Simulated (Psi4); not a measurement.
C₃H₄, charge +1, doublet, at a GFN2-xTB geometry (a state made from the parent by changing its charge; the spin is typed, not shown lowest). Base run: M06-2X/def2-SVP run with Psi4.

Geometry (Å):
```xyz
7

C      1.2984    -0.0003    -0.0001
C      0.0000     0.0000     0.0000
C     -1.2984     0.0003     0.0001
H      1.8908    -0.7346    -0.5429
H      1.8913     0.7336     0.5425
H     -1.8908     0.8887    -0.2107
H     -1.8912    -0.8877     0.2111
```
Charge +1, spin multiplicity 2.
Orbitals are unrestricted.
All else is at Psi4's defaults (density fitting).
Base energy -116.14999 Eh.

Variants of this job, named by their change:

```json
[
 {"change": "base", "ΔE vs base (µEh)": "0.0", "SCF cycles": "9", "grid points": "151566", "basis functions": "62", "outcome": "converged"},
 {"change": "dft_nuclear_scheme = stratmann", "ΔE vs base (µEh)": "-37.2", "SCF cycles": "9", "grid points": "141490", "basis functions": "62", "outcome": "converged"},
 {"change": "scf_type = direct", "ΔE vs base (µEh)": "3.4", "SCF cycles": "11", "grid points": "151566", "basis functions": "62", "outcome": "converged"},
 {"change": "soscf = true", "ΔE vs base (µEh)": "-", "SCF cycles": "-", "grid points": "-", "basis functions": "62", "outcome": "stopped with an error"},
 {"change": "d_convergence = 1e-8", "ΔE vs base (µEh)": "0.0", "SCF cycles": "13", "grid points": "151566", "basis functions": "62", "outcome": "converged"},
 {"change": "dft_pruning_scheme = treutler", "ΔE vs base (µEh)": "736", "SCF cycles": "9", "grid points": "84108", "basis functions": "62", "outcome": "converged"},
 {"change": "dft_radial_scheme = multiexp", "ΔE vs base (µEh)": "-3.6", "SCF cycles": "9", "grid points": "157718", "basis functions": "62", "outcome": "converged"},
 {"change": "scf_type = out_of_core", "ΔE vs base (µEh)": "3.4", "SCF cycles": "9", "grid points": "151566", "basis functions": "62", "outcome": "converged"},
 {"change": "d_convergence = 1e-10", "ΔE vs base (µEh)": "0.0", "SCF cycles": "16", "grid points": "151566", "basis functions": "62", "outcome": "converged"},
 {"change": "damping_percentage = 20", "ΔE vs base (µEh)": "-1.9", "SCF cycles": "14", "grid points": "151566", "basis functions": "62", "outcome": "converged"},
 {"change": "scf_type = dfdirj+link", "ΔE vs base (µEh)": "-39.6", "SCF cycles": "9", "grid points": "151566", "basis functions": "62", "outcome": "converged"},
 {"change": "scf_initial_accelerator = none", "ΔE vs base (µEh)": "0.0", "SCF cycles": "9", "grid points": "151566", "basis functions": "62", "outcome": "converged"},
 {"change": "dft_spherical_points = 110", "ΔE vs base (µEh)": "-309", "SCF cycles": "9", "grid points": "55242", "basis functions": "62", "outcome": "converged"}
]
```

Open shells are given as the SCF converged; they aren't shown to be the lowest states, and a large step between rows can be another state.

- soscf = true: ended with `Fatal Error: Vx: UKS does not support rotated V builds for MGGA's`
